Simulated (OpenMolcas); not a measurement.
## Levels of Hf by method

| Item | Value |
| --- | --- |
| Program | OpenMolcas |
| Basis | ANO-RCC-VDZ [7s6p4d2f] |
| Scalar Hamiltonian | X2C, point nucleus |
| Active space | 4 electrons in 6 orbitals (5d 6s) |
| State averaging | 2S+1 = 5 even, 15 roots (10 in the spin-orbit step); 2S+1 = 3 even, 48 roots; 2S+1 = 1 even, 24 roots (15 in the spin-orbit step) |
| Spin-orbit coupling | state interaction with AMFI integrals over the reference wave functions, term energies averaged over their components |

Methods on the same reference wave functions:
A. CASSCF
B. SS-CASPT2, IPEA 0.25 Eh, imaginary shift 0.1 Eh (closed shells correlated: 5s 5p)
C. MS-CASPT2, IPEA 0.25 Eh, imaginary shift 0.1 Eh (closed shells correlated: 5s 5p)

Energies in cm⁻¹ above 5d² 6s² ³F₂, the measured ground level; measured values from NIST Handbook of Basic Atomic Spectroscopic Data.

```json
{"Level": "5d² 6s² ³F₂", "A": "0.0", "B": "0.0", "C": "0.0", "Measured": "0.0"}
{"Level": "5d² 6s² ³F₃", "A": "2192", "B": "2300", "C": "2310", "Measured": "2357"}
{"Level": "5d² 6s² ³F₄", "A": "4298", "B": "4410", "C": "4420", "Measured": "4568"}
{"Level": "5d² 6s² ³P₀", "A": "4313", "B": "4260", "C": "3710", "Measured": "5522"}
{"Level": "5d² 6s² ³P₁", "A": "5157", "B": "5240", "C": "4750", "Measured": "6573"}
{"Level": "5d³ 6s ⁵F₁", "A": "8687", "B": "13870", "C": "13870", "Measured": ""}
{"Level": "5d³ 6s ⁵F₂", "A": "9337", "B": "14530", "C": "14540", "Measured": ""}
{"Level": "5d³ 6s ⁵F₃", "A": "10262", "B": "15480", "C": "15500", "Measured": ""}
{"Level": "5d² 6s² ¹G₄", "A": "10942", "B": "11410", "C": "11420", "Measured": "10533"}
{"Level": "5d³ 6s ⁵F₄", "A": "11396", "B": "16630", "C": "16640", "Measured": ""}
{"Level": "5d³ 6s ⁵F₅", "A": "12589", "B": "17810", "C": "17820", "Measured": ""}
{"Level": "5d³ 6s ⁵P₁", "A": "17947", "B": "22000", "C": "21920", "Measured": ""}
{"Level": "5d³ 6s ⁵P₂", "A": "18391", "B": "22360", "C": "22210", "Measured": ""}
{"Level": "5d³ 6s ⁵P₃", "A": "19373", "B": "23470", "C": "23480", "Measured": ""}
```

Deviations, from unrounded energies. A percentage is the sum of absolute deviations over the sum of measured energies, with the sign that they share, or ± where signs differ.

```
                        Against measurement  Levels      A      B      C
             mean absolute deviation (cm-1)       5    690    740    940
      fine structure of the ground term (%)       2   -6.3   -3.0   -2.8
other terms of the ground configuration (%)       3  ±13.4  ±15.3  ±20.0
```

A lies closest to measurement on these levels and C furthest from it. The largest miss of A in the table is 5d² 6s² ³P₁, by -1400 cm-1. The ranking rests on the paired levels alone, and a cruder setting can come out closer through cancelling errors.

Between B and C the level of the table that moves most is 5d² 6s² ³P₀, by 550 cm-1 (lowest in C, highest in B). Moves below CASPT2's spread within the term are not significant.

The mean deviations of B to C differ by less than CASPT2's widest spread within a term (630 cm-1), so their order carries little weight.

From A to B the spin-free energies of the other terms of 5d² 6s² shown, above ³F, scale by factors of 0.99 to 1.04.

The lowest spin-free term lies below A's lowest term by 0.198 hartree in B, 0.198 hartree in C.

Term energies are means over components that CASPT2 splits; among the terms shown or strongly mixed into the levels shown the widest spread is 630 cm-1 (5d² 6s² ³F, C). Over all roots computed the reference weight is 0.87 to 0.96 in B, 0.87 to 0.96 in C; the roots of lowest weight are the least certain, and an intruder state may touch them. Some high roots are left out of the spin-orbit mixing, which shifts the levels that they would mix with. A single d shell beside an s shell can misplace configurations of different d count against each other. Without dynamic correlation excited terms often stand tens of per cent too high (terms of higher spin than the ground term too low), and those without a measured partner can miss by more than the paired ones (holds for A). Some terms miss by over 15 % even with CASPT2, which points to a basis or an active space too small for the shells correlated (holds for B; C). Computed and measured levels are paired by configuration, term and J; levels that our copy of the source lacks, or whose pairing is in doubt (as where it misses far off the trend of its configuration), stay unpaired and out of the deviations. Only configurations of the active space appear. Levels that lie high or do not pair safely by name in every column are left out.
